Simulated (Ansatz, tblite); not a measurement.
(SrO)n off: E(high spin) − E(low spin) (eV) at several levels, gas phase, relaxed structures; Ansatz, xTB through tblite. Each state is relaxed at the level in the geometry column; the other columns are single points. Clusters are the lowest isomers that short searches found in that spin, judged at the geometry's level. Core potentials for Sr in the def2 sets, no spin–orbit coupling. xTB has no spin-polarisation term. Singlets are spin-restricted. The structures are stationary points that may keep the symmetry of their start. Remarks come from the PBE and PBE0 runs and from stability tests at other levels; not every state was tested. HOMO above LUMO (over both spins in singlets and doublets, within one spin in higher multiplets; at PBE or PBE0), or a gap under 0.15 eV within one spin, warns that the state may not be the lowest or that an electron is smeared out.

```tsv
species	state	geometry	GFN1-xTB	PBE-D4/def2-TZVP	r2SCAN-D4/def2-TZVP	PBE0-D4/def2-TZVP	remarks
SrO2 (with an O–O bond)	quintet − singlet	PBE-D4/def2-TZVP	7.64	3.49	3.34	3.45	–
Sr5O6 (with an O–O bond)	quintet − singlet	PBE-D4/def2-SVP	4.43	3.97	3.94	3.95	gap within one spin near zero at PBE or PBE0 (triplet), gap within one spin near zero at PBE or PBE0 (quintet)
```

Task: Estimate the rows for Sr2O3 (with an O–O bond) (quintet − singlet, PBE0-D4/def2-SVP geometry).

Result: 
```json
{"species": "Sr2O3 (with an O–O bond)", "state": "quintet − singlet", "geometry": "PBE0-D4/def2-SVP", "GFN1-xTB": "6.70", "PBE-D4/def2-TZVP": "3.33", "r2SCAN-D4/def2-TZVP": "3.28", "PBE0-D4/def2-TZVP": "3.64"}
```

Over the 3 species that have every level, the mean is 6.26 at GFN1-xTB, 3.60 at PBE-D4/def2-TZVP, 3.52 at r2SCAN-D4/def2-TZVP, 3.68 at PBE0-D4/def2-TZVP.
